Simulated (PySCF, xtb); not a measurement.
GaFClBr, SMILES [F][Ga]([Cl])[Br].

xtb with GFN2-xTB at its own geometry gives an orbital gap of 3.71 eV and a dipole moment of 3.90 D.

Geometry: B3LYP-D3(BJ)/def2-SVP.

### Question
What does PBE0/def2-TZVPD (PySCF) give? (The exact figures need the calculation; the answer reports its results.)

### Answer
gap 6.85 eV (levels -9.23 and -2.38 eV), dipole 1.10 D.
